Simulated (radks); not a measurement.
Task: Br3+, configuration [Ar] 3d10 4s2 4p2. Calculated with a radial shooting solver on a logarithmic mesh with Libxc functionals: Dirac Kohn-Sham, PBEsol, spin-unpolarised, spherical densities, point nucleus; open shells are shared between the two j in proportion to 2j + 1. Some entries of the table are withheld. Estimate them.

orbital      occ.  eigenvalue (eV)  <r> (bohr)
1s1/2           2        -13342.75     0.04277
2s1/2           2        -1769.831      0.1894
2p1/2           2        -1598.065         (1)
2p3/2           4        -1550.607         (2)
3s1/2           2              (3)         (4)
3p1/2           2        -216.2636      0.5567
3p3/2           4        -209.4171      0.5672
3d3/2           4              (5)         (6)
3d5/2           6              (7)         (8)
4s1/2           2         -54.2317       1.546
4p1/2    0.666667         -40.4153       1.745
4p3/2     1.33333         -39.6781       1.771
4d3/2           0         -20.9050       2.472
4d5/2           0         -20.8347       2.481
5s1/2           0         -19.2066       3.506

Result: 
(1) 2p1/2 <r> (bohr): 0.1628
(2) 2p3/2 <r> (bohr): 0.1667
(3) 3s1/2 eigenvalue (eV): -275.9946
(4) 3s1/2 <r> (bohr): 0.5514
(5) 3d3/2 eigenvalue (eV): -105.6831
(6) 3d3/2 <r> (bohr): 0.5851
(7) 3d5/2 eigenvalue (eV): -104.5912
(8) 3d5/2 <r> (bohr): 0.5891
